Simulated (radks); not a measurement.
The mean radii <r> (bohr) of the occupied orbitals of an atom or ion are listed with their occupations. Calculated with a radial shooting solver on a logarithmic mesh with Libxc functionals: scalar-relativistic Kohn-Sham, PBE, spin-polarised, spherical densities, point nucleus.

orbital  occ.      <r>
1s up       1  0.02363
1s down     1  0.02363
2s up       1   0.1010
2s down     1   0.1010
2p up       3  0.08881
2p down     3  0.08881
3s up       1   0.2664
3s down     1   0.2663
3p up       3   0.2646
3p down     3   0.2645
3d up       5   0.2419
3d down     5   0.2418
4s up       1   0.6049
4s down     1   0.6048
4p up       3   0.6394
4p down     3   0.6393
4d up       5   0.6980
4d down     5   0.6980
5s up       1    1.413
5s down     1    1.416
5p up       3    1.619
5p down     3    1.620
4f up       2   0.9155
5d up       1    2.405
6s up       1    3.719
6p up       2    4.691

Name the element and its charge. Open shells, if any, are filled with parallel spins first.

Answer. Z = 60, neodymium, charge 0: Nd in [Xe] 4f2 5d1 6s1 6p2. The 1s radius gives Z: for a bare nucleus <r> = (2 gamma + 1)/(2Z) with gamma = sqrt(1 - (Z/c)^2), 0.02332 bohr for Z = 60, and screening makes it slightly larger (0.02363 here). The occupations add up to 60, and the charge is Z minus that.
